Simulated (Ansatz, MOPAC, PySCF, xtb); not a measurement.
Two conformers of C2H6OSi (SMILES CO[Si]C), B3LYP-D3(BJ)/def2-TZVP minima.
Conformer 1 (charge 0, multiplicity 1):
```xyz
10

C      1.992    -0.173     0.466
O      0.580    -0.054     0.572
Si    -0.446     0.054    -0.728
C     -2.063     0.178     0.262
H      2.461     0.669     0.977
H      2.309    -1.098     0.950
H      2.321    -0.185    -0.578
H     -2.181    -0.702     0.903
H     -2.937     0.258    -0.387
H     -2.034     1.053     0.921
```
Conformer 2 (charge 0, multiplicity 1):
```xyz
10

C     -1.5324     0.0610     0.4317
O     -0.9632    -1.0344    -0.2681
Si     0.5588    -1.4040    -0.7889
C      1.5924     0.1055    -0.2141
H     -1.9874    -0.3058     1.3533
H     -0.7900     0.8220     0.6786
H     -2.3113     0.5100    -0.1868
H      1.5628     0.2307     0.8744
H      2.6364    -0.0254    -0.5070
H      1.2338     1.0404    -0.6597
```

No zero-point or thermal terms.

The state that PM3, PM7 reach isn't checked; PM7 holds dispersion and hydrogen-bond terms.

Programs: Ansatz (Gaussian orbitals); MOPAC for PM3, PM7 (differences of heats of formation); PySCF for the dispersion terms; xtb for the GFN methods. Each number belongs to the level named beside it.

Problem. One of these levels gives 0.97 kcal/mol for the electronic energy of conformer 2 less that of conformer 1. Name it.
A) PM7
B) revPBE-D4/def2-TZVPP
C) PM3
D) GFN-FF

Solution. B, revPBE-D4/def2-TZVPP. The others give 2.17 (GFN-FF), 1.61 (PM3), 1.29 (PM7)

Ansatz is a first-principles code.
